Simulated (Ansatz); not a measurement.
`CC/C=C/CC` and `CC/C=C/[SiH3]` differ in one atom or group.

Ansatz, PBE0-D4/def2-TZVP geometries, multiplicity 1. Each molecule was computed in one conformer, which needn't be the lowest.

```tsv
property	`CC/C=C/CC`
HOMO–LUMO gap (PBE0/def2-TZVPP) / eV	7.51
HOMO energy (PBE/def2-TZVPP) / eV	-5.83
LUMO energy (B3LYP/def2-TZVPP) / eV	0.33
HOMO energy (ωB97M-V/def2-TZVPP) / eV	-9.16
HOMO–LUMO gap (ωB97M-V/def2-TZVPP) / eV	11.69
size of the dipole moment (PBE/def2-TZVPP) / D	0.03
```

What does the change do to each property? (Estimate.)

Computed: 
```csv
property,`CC/C=C/[SiH3]`,shift
HOMO–LUMO gap (PBE0/def2-TZVPP) / eV,7.31,-0.20
HOMO energy (PBE/def2-TZVPP) / eV,-6.44,-0.61
LUMO energy (B3LYP/def2-TZVPP) / eV,-0.43,-0.76
HOMO energy (ωB97M-V/def2-TZVPP) / eV,-9.74,-0.58
HOMO–LUMO gap (ωB97M-V/def2-TZVPP) / eV,11.57,-0.12
size of the dipole moment (PBE/def2-TZVPP) / D,1.45,1.42
```

With PBE0 the HOMO falls by 0.60 eV and the LUMO falls by 0.80 eV, so the gap narrows by about 0.20 eV. PBE moves the HOMO by -0.61 eV and ωB97M-V by -0.58 eV.

B3LYP here is the variant with VWN-RPA as its local correlation; programs differ in this.
